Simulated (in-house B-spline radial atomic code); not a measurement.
Settings and results of a run for Pd³⁺ (an excited or competing configuration). Level of theory: Dirac-Hartree-Fock, average of configuration, Fermi nucleus of rms radius 4.5318 fm; calculated with a B-spline radial code for spherical atoms.

Command:
```bash
python run_scf.py task.json out
```
Settings (nuclear radius in fm, mass in u):
```
Z                46
configuration    [Ar] 3d10 4s2 4p5 4d7 6f1
hamiltonian      dirac
method           hf
spin_polarised   False
nucleus          fermi
rms_radius       4.5318
atomic_mass      105.90348
speed_of_light   137.035999084
```

Output (hartree, bohr):
```
 radial grid: 78 intervals, B-splines of order 8, outer radius 51.8919 bohr

 iter        energy (Eh)    residual
    1       -5026.524257    5.63e-01
    2       -5035.898890    3.16e-01
    3       -5038.459586    9.24e-02
    4       -5038.688239    2.83e-02
    5       -5038.707162    1.27e-02
    6       -5038.711336    1.62e-03
    7       -5038.711376    1.16e-04
    8       -5038.711376    1.59e-05
    9       -5038.711376    1.89e-06
   10       -5038.711376    7.31e-08

 total energy                     -5038.71138
 kinetic                            5263.8957
 electron-nucleus                 -12129.5006
 electron-electron                  1826.8936

 first-order corrections (not in the total)
   Gaunt                             3.6860
   retardation                      -0.3712
   frequency dependence             -0.0274
   self-energy                       2.4883
   Uehling                          -0.3041
   Wichmann-Kroll                    0.0054
   recoil                            0.0181

 orbital      occ     eigenvalue          <r>       <r^2>       <1/r>     <1/r^2>       r_max    small
 1s1/2      2.000      -902.3695     0.031844  0.00137044     48.2411     4965.74     0.02066  2.84e-02
 2s1/2      2.000      -136.6982     0.137725   0.0224285     11.1128      559.25      0.1167  5.94e-03
 2p1/2      2.000      -126.5522     0.117229   0.0168818     11.0549     179.698     0.09061  5.92e-03
 2p3/2      4.000      -120.6629     0.122153   0.0182031     10.4223     147.994     0.09474  5.69e-03
 3s1/2      2.000       -27.7648     0.376717    0.162401     3.88526     106.588      0.3408  1.67e-03
 3p1/2      2.000       -23.7081     0.369929    0.159114     3.77734     33.9978      0.3283  1.60e-03
 3p3/2      4.000       -22.6470     0.380306    0.167974     3.62727     28.2703      0.3377  1.54e-03
 3d3/2      4.000       -15.5430     0.354318    0.149584     3.44853     15.0437       0.281  1.42e-03
 3d5/2      6.000       -15.3344      0.35772    0.152323     3.40917     14.6367      0.2838  1.40e-03
 4s1/2      2.000        -5.8720     0.935452    0.987424     1.46259     19.5335      0.8472  4.03e-04
 4p1/2      1.667        -4.5655     0.995741     1.12832     1.35797     6.02059      0.8862  3.59e-04
 4p3/2      3.333        -4.3855      1.02061     1.18504     1.31623     5.06893      0.9084  3.45e-04
 4d3/2      2.800        -2.3004      1.23554     1.77853     1.06088     2.09376       1.032  2.37e-04
 4d5/2      4.200        -2.2767      1.24678     1.81064     1.04988     2.03621       1.041  2.33e-04
 6f5/2      0.429        -0.2396      10.7827     134.486    0.140702   0.0474404       11.93  1.04e-05
 6f7/2      0.571        -0.2397      10.7793     134.386    0.140676    0.047371       11.93  1.04e-05
```

Cost of the run: 1.6 s on 1 thread of Arm Neoverse V2, on a shared host.

For the Dirac Hamiltonian the kinetic term is c α·p + (β - 1)c².
